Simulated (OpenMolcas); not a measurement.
**Pd V: from CASSCF to CASPT2**

```json
{
  "Program": "OpenMolcas",
  "Basis": "ANO-RCC-VQZP [8s7p5d3f2g1h]",
  "Scalar Hamiltonian": "DKH2, point nucleus",
  "Active space": "6 electrons in 5 orbitals (4d)",
  "State averaging": "2S+1 = 5 even, 5 roots; 2S+1 = 3 even, 45 roots; 2S+1 = 1 even, 50 roots",
  "Spin-orbit coupling": "state interaction with AMFI integrals over the reference wave functions, term energies averaged over their components"
}
```

Methods on the same reference wave functions:
A. CASSCF
B. SS-CASPT2, IPEA 0.25 Eh, imaginary shift 0.1 Eh (closed shells correlated: 4s 4p)
C. MS-CASPT2, IPEA 0.25 Eh, imaginary shift 0.1 Eh (closed shells correlated: 4s 4p)

Energies in cm⁻¹ above 4d⁶ ⁵D₄.

| Level | A | B | C |
| --- | --- | --- | --- |
| 4d⁶ ⁵D₄ | 0.0 | 0.0 | 0.0 |
| 4d⁶ ⁵D₃ | 1975 | 2010 | 2000 |
| 4d⁶ ⁵D₂ | 3101 | 3070 | 3070 |
| 4d⁶ ⁵D₁ | 3849 | 3810 | 3820 |
| 4d⁶ ⁵D₀ | 4204 | 4160 | 4170 |
| 4d⁶ ³H₆ | 22282 | 20080 | 20080 |
| 4d⁶ ³H₅ | 22820 | 20390 | 20390 |
| 4d⁶ ³P₂(1) | 23471 | 19640 | 19630 |
| 4d⁶ ³F₃(1) | 26004 | 22600 | 22600 |
| 4d⁶ ³F₂(1) | 26907 | 23420 | 23380 |
| 4d⁶ ³G₅ | 28649 | 25390 | 25390 |
| 4d⁶ ³P₁(1) | 29063 | 25230 | 25160 |
| 4d⁶ ³P₀(1) | 29983 | 26040 | 26010 |
| 4d⁶ ³G₄ | 30384 | 26900 | 26890 |
| 4d⁶ ³G₃ | 30913 | 27390 | 27370 |
| 4d⁶ ¹I₆ | 34588 | 31480 | 31480 |
| 4d⁶ ³D₂ | 35574 | 30140 | 30160 |
| 4d⁶ ³D₁ | 35946 | 30610 | 30630 |
| 4d⁶ ³D₃ | 36191 | 30770 | 30760 |
| 4d⁶ ¹G₄(1) | 37657 | 34110 | 34090 |
| 4d⁶ ¹S₀(1) | 43187 | 38080 | 37910 |
| 4d⁶ ¹D₂(1) | 44661 | 38340 | 38330 |
| 4d⁶ ¹F₃ | 49302 | 41710 | 41710 |
| 4d⁶ ³P₀(2) | 55676 | 46890 | 47070 |

Between B and C the level of the table that moves most is 4d⁶ ³P₀(2), by 170 cm-1 (lowest in B, highest in C). Moves below CASPT2's spread within the term are not significant.

From A to B the spin-free energies of the other terms of 4d⁶ shown, above ⁵D, scale by factors of 0.84 to 0.90, as is usual when dynamic correlation screens the repulsion within a d or f shell.

The lowest spin-free term lies below A's lowest term by 0.471 hartree in B, 0.471 hartree in C.

Term energies are means over components that CASPT2 splits; among the terms shown or strongly mixed into the levels shown the widest spread is 2000 cm-1 (4d⁶ ¹I, C). Without dynamic correlation excited terms often stand tens of per cent too high (terms of higher spin than the ground term too low), and those without a measured partner can miss by more than the paired ones (holds for A). The CASPT2 spread within a term exceeds the gap to the next term for 4d⁶ ³D and 4d⁶ ¹I, 4d⁶ ¹I and 4d⁶ ¹G(1), so the order of their levels is uncertain (holds for C). Levels of configurations outside the active space are missing. Levels that lie high or do not pair safely by name in every column are left out.

A number in round brackets counts repeated terms of one configuration in the order of the reference energies.
